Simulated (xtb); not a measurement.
Cl₆W, charge +1, quartet, geometry from GFN2-xTB of the parent state (such geometries of metal compounds can be far from the true shape) (a state made from the parent by changing its charge; the spin is typed, not shown lowest); xtb with GFN1-xTB.

Here is a job for xtb.
```
$ xtb mol.xyz --gfn 1 --chrg 1 --uhf 3 --json

# file mol.xyz
7

W      0.00000000     0.00000000    -0.00000000
Cl     2.02226489     0.85548730    -0.65573385
Cl     0.66207550     0.11426121     2.19089048
Cl    -0.66207550    -0.11426121    -2.19089048
Cl    -2.02226489    -0.85548730     0.65573385
Cl    -0.85058887     2.12284868     0.14633082
Cl     0.85058887    -2.12284868    -0.14633082
```

The log (banner, timings and long lists left out):

```
   ID    Z sym.   atoms
    1   74 W      1
    2   17 Cl     2-7

           -------------------------------------------------
          |                Calculation Setup                |
           -------------------------------------------------

           -------------------------------------------------
          |                 G F N 1 - x T B                 |
           -------------------------------------------------

          ...................................................
          :                      SETUP                      :
          :.................................................:
          :  # basis functions                  70          :
          :  # atomic orbitals                  63          :
          :  # shells                           21          :
          :  # electrons                        47          :
          :  # halogen bonds                     0          :
          :  max. iterations                   250          :
          :  Hamiltonian                  GFN1-xTB          :
          :  restarted?                      false          :
          :  GBSA solvation                  false          :
          :  PC potential                    false          :
          :  electronic temp.          300.0000000     K    :
          :  accuracy                    1.0000000          :
          :  -> integral cutoff          0.2500000E+02      :
          :  -> integral neglect         0.1000000E-07      :
          :  -> SCF convergence          0.1000000E-05 Eh   :
          :  -> wf. convergence          0.2000000E-04 e    :
          :  Broyden damping             0.4000000          :
          :  net charge                          1          :
          :  unpaired electrons                  3          :
          ...................................................

 iter      E             dE          RMSdq      gap      omega  full diag
   1    -27.3872009 -0.273872E+02  0.636E+00    0.00       0.0  T
   2    -27.3933036 -0.610261E-02  0.383E+00    0.00       1.0  T
   3    -27.3933710 -0.674394E-04  0.836E-01    0.00       1.0  T
   4    -27.3934366 -0.656454E-04  0.172E-02    0.00       2.2  T
   5    -27.3934369 -0.290818E-06  0.144E-02    0.00       2.6  T
   6    -27.3934370 -0.491546E-07  0.374E-04    0.00     101.2  T
   7    -27.3934370 -0.445048E-10  0.195E-04    0.00     193.6  T
   8    -27.3934370 -0.115215E-09  0.162E-06    0.00   23379.6  T

   *** convergence criteria satisfied after 8 iterations ***

         :::::::::::::::::::::::::::::::::::::::::::::::::::::
         ::                     SUMMARY                     ::
         :::::::::::::::::::::::::::::::::::::::::::::::::::::
         :: total energy             -27.358674200641 Eh    ::
         :: gradient norm              0.016390306689 Eh/a0 ::
         :: HOMO-LUMO gap              0.000000019362 eV    ::
         ::.................................................::
         :: SCC energy               -27.393436977235 Eh    ::
         :: -> electrostatic           0.158861849665 Eh    ::
         :: repulsion energy           0.041759520142 Eh    ::
         :: dispersion energy         -0.006996743548 Eh    ::
         :: halogen bond corr.         0.000000000000 Eh    ::
         :: add. restraining           0.000000000000 Eh    ::
         :: total charge               1.000000000002 e     ::
         :::::::::::::::::::::::::::::::::::::::::::::::::::::

           -------------------------------------------------
          |                Property Printout                |
           -------------------------------------------------

    * Orbital Energies and Occupations

         #    Occupation            Energy/Eh            Energy/eV
      -------------------------------------------------------------
         1        2.0000           -1.1439310             -31.1279
       ...           ...                  ...                  ...
        13        2.0000           -0.6936378             -18.8748
        14        2.0000           -0.6936378             -18.8748
        15        2.0000           -0.6936378             -18.8748
        16        2.0000           -0.6630989             -18.0438
        17        2.0000           -0.6630989             -18.0438
        18        2.0000           -0.6630989             -18.0438
        19        1.7817           -0.6526827             -17.7604
        20        1.7817           -0.6526827             -17.7604
        21        1.7817           -0.6526827             -17.7604
        22        1.5517           -0.6516681             -17.7328
        23        1.5517           -0.6516681             -17.7328
        24        1.5517           -0.6516681             -17.7328
        25        0.3333           -0.5367945             -14.6069 (HOMO)
        26        0.3333           -0.5367945             -14.6069 (LUMO)
        27        0.3333           -0.5367945             -14.6069
        28                         -0.3706167             -10.0850
        29                         -0.3706167             -10.0850
        30                         -0.2660174              -7.2387
        31                         -0.2650562              -7.2125
        32                         -0.2637514              -7.1770
        33                         -0.2637514              -7.1770
        34                         -0.2637514              -7.1770
        35                         -0.2627178              -7.1489
        36                         -0.2627178              -7.1489
       ...                                ...                  ...
        63                          0.7343636              19.9831
      -------------------------------------------------------------
                  HL-Gap            0.0000000 Eh            0.0000 eV
             Fermi-level           -0.5944620 Eh          -16.1761 eV

  Mulliken/CM5 charges         n(s)   n(p)   n(d)
     1W     1.04741  1.49353   0.393  0.906  3.654
     2Cl   -0.00790 -0.08226   1.886  5.126 -0.004
     3Cl   -0.00790 -0.08226   1.886  5.126 -0.004
     4Cl   -0.00790 -0.08226   1.886  5.126 -0.004
     5Cl   -0.00790 -0.08226   1.886  5.126 -0.004
     6Cl   -0.00790 -0.08226   1.886  5.126 -0.004
     7Cl   -0.00790 -0.08226   1.886  5.126 -0.004

Wiberg/Mayer (AO) data.
largest (>0.10) Wiberg bond orders for each atom

 ---------------------------------------------------------------------------
     #   Z sym  total        # sym  WBO       # sym  WBO       # sym  WBO
 ---------------------------------------------------------------------------
     1  74 W    5.654 --     7 Cl   0.942     6 Cl   0.942     3 Cl   0.942
                             4 Cl   0.942     5 Cl   0.942     2 Cl   0.942
     2  17 Cl   1.150 --     1 W    0.942     5 Cl   0.126
     3  17 Cl   1.150 --     1 W    0.942     4 Cl   0.126
     4  17 Cl   1.150 --     1 W    0.942     3 Cl   0.126
     5  17 Cl   1.150 --     1 W    0.942     2 Cl   0.126
     6  17 Cl   1.150 --     1 W    0.942     7 Cl   0.126
     7  17 Cl   1.150 --     1 W    0.942     6 Cl   0.126
 ---------------------------------------------------------------------------

Topologies differ in total number of bonds
Writing topology from bond orders to xtbtopo.mol

 dipole moment from electron density (au)
     X       Y       Z
  -0.0000  -0.0000   0.0000  total (Debye):    0.000

           -------------------------------------------------
          | TOTAL ENERGY              -27.358674200641 Eh   |
          | GRADIENT NORM               0.016390306689 Eh/α |
          | HOMO-LUMO GAP               0.000000019362 eV   |
           -------------------------------------------------

normal termination of xtb
```
